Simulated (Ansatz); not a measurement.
Ansatz (a program for electronic structure) input:

Ansatz 0.2 input:
```yaml
crystal:
  periodic: [false, false, false]
  atoms:
    - {symbol: Ti, position_ang: [0.05778449, -0.02281639, -0.01530424]}
    - {symbol: O, position_ang: [1.56338474, -0.61730750, -0.41406301]}
    - {symbol: F, position_ang: [-0.65315355, -0.40418289, 1.67996416]}
    - {symbol: F, position_ang: [-0.87777274, 1.00867407, -1.27449778]}
basis:
  gaussian:
    orbitals: def2-TZVPD
hamiltonian:
  xc: {name: LC-wPBE}
total_charge: -1
magnetization: {spin_polarized: true, initial_magnetization: 1}
output: {forces: true}
```

**Question.** What final total energy does it print?

**Answer.** -1124.41953 Eh (LC-wPBE/def2-TZVPD). The basis has 168 functions.

The spin state was set by rule; other spins were not relaxed.
